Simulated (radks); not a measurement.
Problem. The mean radii <r> (bohr) of the occupied orbitals of an atom or ion are listed with their occupations. All-electron calculation, Dirac Kohn-Sham, LDA (Slater exchange, Perdew-Wang correlation), spin-unpolarised, spherical densities, finite nucleus; Fermi nuclear charge, rms radius of each element as measured or else 0.836 A^(1/3) + 0.57 fm. Program: a radial shooting solver on a logarithmic mesh with Libxc functionals.

orbital  occ.      <r>
1s1/2       2  0.07320
2s1/2       2   0.3444
2p1/2       2   0.3064
2p3/2       4   0.3090
3s1/2       2    1.077
3p1/2       2    1.164
3p3/2       4    1.172
3d3/2       1    1.712
4s1/2       1    3.412
5s1/2       1    9.271

Name the element and its charge. Open shells, if any, fill j = l - 1/2 first.

Solution. Z = 21, scandium, charge 0: Sc in [Ar] 3d1 4s1 5s1. The 1s radius gives Z: for a bare nucleus <r> = (2 gamma + 1)/(2Z) with gamma = sqrt(1 - (Z/c)^2), 0.07087 bohr for Z = 21, and screening makes it slightly larger (0.07320 here). The occupations add up to 21, and the charge is Z minus that.
